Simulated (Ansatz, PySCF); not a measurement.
Pulling on the C4–H7 bond in C2H6Be (SMILES [BeH][CH2]C) (multiplicity 1 held, fragments rigid). Energies count from the point at 1.093 Å.
Geometry at that point (charge 0, multiplicity 1):
```xyz
9

Be    -1.4452    -0.3387     0.7701
H     -2.6893    -0.1958     1.2244
C      0.1257    -0.5230     0.1984
C      0.7015     0.6578    -0.6109
H      0.1697    -1.4350    -0.4126
H      0.7852    -0.7314     1.0519
H      0.7254     1.5770    -0.0208
H      0.1033     0.8659    -1.5011
H      1.7234     0.4649    -0.9477
```

Unrestricted levels (U-) break spin symmetry where that is lower. Levels need not reach the same state.

Rows in 6-31G* carry no dispersion term and start afresh at each structure (6-31G* with six Cartesian d functions). MP2/6-31G* freezes PySCF's default core, which is smaller on s-block atoms.

Codes used: Ansatz (a first-principles code) with Gaussian orbitals; PySCF for 6-31G* rows. 

Energies in eV.

```tsv
R (Å)	R-HF/6-31G*	U-B3LYP/cc-pVTZ	U-wB97X-V/cc-pVTZ	R-MP2/6-31G*
0.874	1.26	1.20	1.25	1.32
0.983	0.23	0.24	0.25	0.26
1.093	0.00	0.00	0.00	0.00
1.202	0.19	0.16	0.16	0.16
1.311	0.60	0.52	0.53	0.54
1.475	1.39	1.22	1.25	1.29
1.639	2.23	1.95	2.03	2.08
1.912	3.55	3.07	3.25	3.28
2.185	4.70	3.93	4.16	4.27
2.513	5.85	4.46	4.64	5.18
2.950	7.07	4.73	4.86	5.95
3.496	8.19	4.83	4.92	6.30
```

Doubts at one or more of the structures used: a restricted determinant that unrestricted orbitals would lower (R-HF/6-31G*, R-MP2/6-31G*); a spin-contaminated determinant (U-B3LYP/cc-pVTZ, U-wB97X-V/cc-pVTZ).
